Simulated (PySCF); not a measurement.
Isomers of [C9H16P]+ (charge +1), from PySCF 2.14.0, PBE0-D3(BJ)/def2-SVP geometry optimisation, gas phase. One conformer each, no zero-point energy, no frequencies.

Question: Which is lowest in electronic energy at this level?
A. `[CH:1]#[C:2][CH2:3][P@H+:4]([CH2:5][CH2:6][CH3:7])[CH:8]1[CH2:9][CH2:10]1` (charge +1) with C2–C3–P4–C5 -59°, C3–P4–C5–C6 179°, P4–C5–C6–C7 -63°, C3–P4–C8–C9 -146°: A = 1239, B = 857.4, C = 567.9 MHz, dipole 1.10 D
B. `[CH:1]#[C:2][CH2:3][P@@+:4]([CH3:5])([CH2:6][CH3:7])[CH2:8][CH:9]=[CH2:10]` (charge +1) with C2–C3–P4–C5 60°, C3–P4–C6–C7 179°, C3–P4–C8–C9 -64°, P4–C8–C9–C10 99°: A = 1339, B = 931.1, C = 668.7 MHz, dipole 2.29 D
C. `[CH3:1][C:2]#[C:3][P@H+:4]1[C@H:5]([CH2:6][CH3:7])[C@@H:8]1[CH2:9][CH3:10]` (charge +1) with P4–C5–C6–C7 -6°, C5–C8–C9–C10 -163°: A = 1482, B = 608.9, C = 477.5 MHz, dipole 2.30 D

Answer: B. That is `C#CC[P@@+](C)(CC)CC=C`, 14.6 kcal/mol below the next.

| SMILES | mapped SMILES | E (Eh) | relative (kcal/mol) | relative (kJ/mol) | dipole about centre of mass (D) |
| --- | --- | --- | --- | --- | --- |
| C#CC[P@@+](C)(CC)CC=C | [CH:1]#[C:2][CH2:3][P@@+:4]([CH3:5])([CH2:6][CH3:7])[CH2:8][CH:9]=[CH2:10] | -692.74947 | 0.0 | 0.0 | 2.29 |
| C#CC[P@H+](CCC)C1CC1 | [CH:1]#[C:2][CH2:3][P@H+:4]([CH2:5][CH2:6][CH3:7])[CH:8]1[CH2:9][CH2:10]1 | -692.72624 | 14.6 | 61.0 | 1.10 |
| CC#C[P@H+]1[C@H](CC)[C@@H]1CC | [CH3:1][C:2]#[C:3][P@H+:4]1[C@H:5]([CH2:6][CH3:7])[C@@H:8]1[CH2:9][CH3:10] | -692.71871 | 19.3 | 80.7 | 2.30 |

As drawn, the highest has a three-membered ring, which the lowest lacks.
